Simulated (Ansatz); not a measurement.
The same molecule with X = F, Cl, Br. Ansatz, PBE0-D4/def2-TZVP geometries, multiplicity 1. Each molecule was computed in one conformer, which needn't be the lowest.

Scalar relativity is left out up to krypton.

```
 X  molecule  mean X–B bond length / Å  LUMO energy (ωB97M-V/def2-TZVPP) / eV  HOMO–LUMO gap (ωB97M-V/def2-TZVPP) / eV  HOMO–LUMO gap (PBE/def2-TZVPP) / eV
 F    `NCBF`                     1.326                                   1.51                                    10.89                                 4.00
Cl   `NCBCl`                     1.749                                   0.87                                    10.27                                 3.39
```

Q: Give the row for X = Br, `NCBBr`. (Estimate.)

A: The calculation gave: 
```csv
X,molecule,mean X–B bond length / Å,LUMO energy (ωB97M-V/def2-TZVPP) / eV,HOMO–LUMO gap (ωB97M-V/def2-TZVPP) / eV,HOMO–LUMO gap (PBE/def2-TZVPP) / eV
Br,`NCBBr`,1.910,0.65,10.09,3.28
```

From F to Br the mean X–B bond length rises at each step, by 0.584 Å in all; the LUMO energy (ωB97M-V/def2-TZVPP) falls at each step, by 0.86 eV in all; the HOMO–LUMO gap (ωB97M-V/def2-TZVPP) falls at each step, by 0.80 eV in all; the HOMO–LUMO gap (PBE/def2-TZVPP) falls at each step, by 0.72 eV in all. Bonds lengthen as the atom grows down the group.

Spin–orbit coupling is left out; it splits and shifts lone-pair levels of the heavy atoms by tenths of an eV.
